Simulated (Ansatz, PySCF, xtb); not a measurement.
Complex: SiH4 (SMILES [SiH4]) (first 5 atoms) with HBr (SMILES Br); geometry from B3LYP-D3(BJ)/def2-TZVP, rigid monomers moved along the line of their centres of mass till H3···H7 is 1.89 Å.
(charge 0, multiplicity 1):
| atom | x (Å) | y (Å) | z (Å) |
|---|---|---|---|
| Si | 0.2156 | -0.2373 | 0.0107 |
| H | 0.8036 | -1.5437 | 0.3764 |
| H | -0.9932 | -0.0054 | 0.8414 |
| H | -0.1808 | -0.2386 | -1.4145 |
| H | 1.1877 | 0.8467 | 0.2677 |
| Br | -0.0384 | -0.0483 | 3.9751 |
| H | -0.6999 | 0.0110 | 2.7117 |

Interaction energies are E(AB) − E(A) − E(B) at the monomers' geometry in the complex; basis-set methods are counterpoise corrected. Rows marked so take none.

Rows in 6-31G* carry no dispersion term and start afresh at each structure (6-31G* with six Cartesian d functions); the Pople sets are all-electron and without relativity.

Programs: Ansatz (a first-principles code) with Gaussian orbitals; PySCF for 6-31G* rows, the dispersion terms; xtb for the GFN methods. Values without a source in brackets are computed.

One of these levels gives 0.25 kcal/mol for the interaction energy. Which one is it?
A) BP86/6-31G* (no counterpoise)
B) GFN-FF
C) B3LYP-D4/def2-TZVPPD
D) HF/6-31G*

B, GFN-FF. The others give 2.35 (HF/6-31G*), 0.61 (BP86/6-31G* (no counterpoise)), -0.70 (B3LYP-D4/def2-TZVPPD)
